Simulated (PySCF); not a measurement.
Compound: C10H14Cl (doublet state).
Cartesian coordinates in Å at the PBE0-D3(BJ)/def2-SVP level; atoms count from 1:
```xyz
25
C10H14Cl angstrom
Cl    -0.5159    0.9120    3.0162
C     -0.0557   -0.1922    1.6638
C      1.1489    0.3534    0.8944
C      0.7592    1.6595    0.1616
C     -0.3738    1.2976   -0.7490
C      0.0198    0.3364   -1.8283
C      0.4015   -0.9799   -1.1066
C      1.5598   -0.7032   -0.1418
C     -0.8082   -1.4824   -0.3108
C     -1.2388   -0.4323    0.7239
C     -1.6068    0.8807   -0.0076
H      0.2183   -1.1335    2.1629
H      1.9745    0.5376    1.6009
H      0.4679    2.4232    0.8990
H      1.6314    2.0372   -0.3970
H     -0.8094    0.1507   -2.5314
H      0.8796    0.7066   -2.4114
H      0.7049   -1.7411   -1.8450
H      1.8589   -1.6358    0.3661
H      2.4441   -0.3469   -0.6960
H     -1.6519   -1.6949   -0.9883
H     -0.5605   -2.4318    0.1937
H     -2.0955   -0.8018    1.3105
H     -1.9215    1.6370    0.7279
H     -2.4526    0.6924   -0.6892
```

The hyperfine couplings belong to this conformer and change with its torsions.

The species is `Cl[C@@H]1[C@@H]2C[C]3C[C@@H](C2)C[C@@H]1C3` [radical].

Method used: UKS B3LYP, IGLO-III on C Cl, pcH-1 on H, non-relativistic, mean-field spin-orbit, GIAO (PySCF). Isolated species at its PBE0-D3(BJ)/def2-SVP geometry, gas phase. The SCF solution wasn't tested for stability.

Task: Where do the isotropic ENDOR lines of H14/H24, H16/H17, H15/H25, H13/H23, H18, H12, H19/H22 and H20/H21 fall at 345.8 mT, to first order?

Result: For S = 1/2 in fast tumbling each set of equivalent nuclei gives two lines, ν± = |νn ± a/2| to first order, with νn = g_N μN B/h and μN/h = 7.62259 MHz/T.

| nuclei | isotope | g_N | νn (MHz) | a_iso (MHz) | lower line (MHz) | upper line (MHz) |
| --- | --- | --- | --- | --- | --- | --- |
| H14/H24 | 1H | 5.5857 | 14.72 | 20.96 | 4.25 | 25.20 |
| H16/H17 | 1H | 5.5857 | 14.72 | 19.99 | 4.73 | 24.72 |
| H15/H25 | 1H | 5.5857 | 14.72 | 19.64 | 4.90 | 24.54 |
| H13/H23 | 1H | 5.5857 | 14.72 | 13.57 | 7.94 | 21.51 |
| H18 | 1H | 5.5857 | 14.72 | 12.77 | 8.34 | 21.11 |
| H12 | 1H | 5.5857 | 14.72 | 9.28 | 10.08 | 19.36 |
| H19/H22 | 1H | 5.5857 | 14.72 | 8.79 | 10.33 | 19.12 |
| H20/H21 | 1H | 5.5857 | 14.72 | 2.84 | 13.30 | 16.15 |

Task: Which pairs are centred on the nuclear Larmor frequency, and which on half the coupling?

Result: Centred on νn, since |a| < 2νn: H14/H24, H16/H17, H15/H25, H13/H23, H18, H12, H19/H22 and H20/H21. No pair has |a| > 2νn.

Task: At what field would the lower line of H12 fall to zero frequency?

Result: Where νn = |a|/2, that is B = 4.64 MHz/(5.5857 × 7.62259 MHz/T) = 109 mT, as far as first order holds there.

The largest Mulliken spin population is on C5 (+0.95). The angles at C5 add up to 339.3°, so it is pyramidal.
